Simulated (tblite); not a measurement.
Species: trimethylborane, C3H9B.
Atom-mapped SMILES: `[CH3:1][B:2]([CH3:3])[CH3:4]` (hydrogens: H5, H6, H7 on C1; H8, H9, H10 on C3; H11, H12, H13 on C4)

Computed with GFN2-xTB (tblite), gas phase: Langevin dynamics at 300 K from the optimised GFN2-xTB geometry, time step 0.5 fs, friction 0.01 fs⁻¹, 2000 steps. The instantaneous temperature is 2·E(kin)/(3Nk) with all 3N coordinates.

```
t (fs)  T (K)  E(pot) above start (eV)  C1–B2 (Å)  B2–C3 (Å)  B2–C4 (Å)  C1–H5 (Å)
     0    250                    0.000      1.578      1.577      1.578      1.091
    25    149                    0.237      1.589      1.566      1.603      1.093
    50    187                    0.278      1.525      1.591      1.661      1.060
    75    149                    0.253      1.554      1.567      1.622      1.105
   100    266                    0.202      1.581      1.553      1.603      1.102
   125    221                    0.306      1.608      1.589      1.560      1.048
   150    183                    0.258      1.578      1.598      1.562      1.074
   175    191                    0.340      1.639      1.599      1.529      1.135
   200    228                    0.288      1.571      1.617      1.549      1.143
   225    239                    0.314      1.565      1.560      1.648      1.075
   250    297                    0.290      1.547      1.571      1.568      1.032
   275    252                    0.344      1.615      1.623      1.598      1.129
   300    280                    0.438      1.569      1.514      1.577      1.147
   325    258                    0.348      1.669      1.601      1.605      1.069
   350    288                    0.314      1.538      1.538      1.562      1.055
   375    225                    0.476      1.564      1.629      1.651      1.140
   400    211                    0.354      1.532      1.554      1.588      1.180
   425    327                    0.316      1.637      1.627      1.541      1.076
   450    247                    0.350      1.631      1.560      1.535      1.054
   475    308                    0.466      1.618      1.506      1.659      1.080
   500    418                    0.251      1.567      1.560      1.602      1.120
   525    369                    0.473      1.582      1.606      1.567      1.129
   550    241                    0.728      1.515      1.592      1.635      1.116
   575    320                    0.547      1.577      1.645      1.565      1.070
   600    348                    0.433      1.573      1.553      1.550      1.111
   625    331                    0.711      1.624      1.508      1.694      1.103
   650    503                    0.541      1.594      1.514      1.550      1.087
   675    400                    0.568      1.574      1.655      1.648      1.127
   700    341                    0.771      1.568      1.554      1.600      1.098
   725    278                    0.833      1.625      1.634      1.586      1.051
   750    401                    0.547      1.524      1.628      1.565      1.080
   775    338                    0.568      1.581      1.570      1.686      1.126
   800    427                    0.465      1.554      1.590      1.574      1.090
   825    475                    0.336      1.589      1.576      1.639      1.045
   850    344                    0.450      1.592      1.517      1.625      1.116
   875    291                    0.477      1.648      1.608      1.558      1.107
   900    260                    0.662      1.610      1.606      1.586      1.056
   925    368                    0.449      1.582      1.635      1.571      1.067
   950    282                    0.537      1.563      1.577      1.587      1.132
   975    302                    0.454      1.595      1.579      1.624      1.097
  1000    314                    0.544      1.535      1.592      1.557      1.064
```

Problem. From 500 fs on, how do temperature and potential energy compare with equipartition?

Solution. The mean temperature of these 21 frames is 350 K against the target 300 K, and the mean potential energy 0.54 eV against 33 × kT/2 = 0.43 eV for 33 classical harmonic modes. For 13 atoms in a canonical ensemble the temperature itself scatters by T·√(2/(3N)) = 68 K; here its standard deviation is 67 K. The whole run lasts only 10 friction times of 100 fs, so these averages carry a wide statistical error.

Problem. What are the kinetic and total energies of the listed frame with the highest potential energy?

Solution. The one at 725 fs, 0.833 eV above the start. Its kinetic energy is 3NkT/2 = 0.466 eV at 278 K, so the sum is 1.30 eV; over the listed frames the sum runs from 0.42 to 1.39 eV, since the thermostat adds and removes energy.

Problem. How much do the listed bonds fluctuate from 500 fs on?

Solution. 
| bond | at the start (Å) | mean (Å) | standard deviation (Å) |
| --- | --- | --- | --- |
| C1–B2 | 1.578 | 1.580 | 0.032 |
| B2–C3 | 1.577 | 1.586 | 0.041 |
| B2–C4 | 1.578 | 1.598 | 0.042 |
| C1–H5 | 1.091 | 1.095 | 0.027 |

The motion is classical and holds no zero-point motion.

The cost below is that of the whole dynamics run. On one thread, AMD EPYC 9R45 (x86_64), no GPU, shared host with 96 logical CPUs at a one-minute load of 14, this took 3.0 s and 0.18 GiB of memory at its peak.
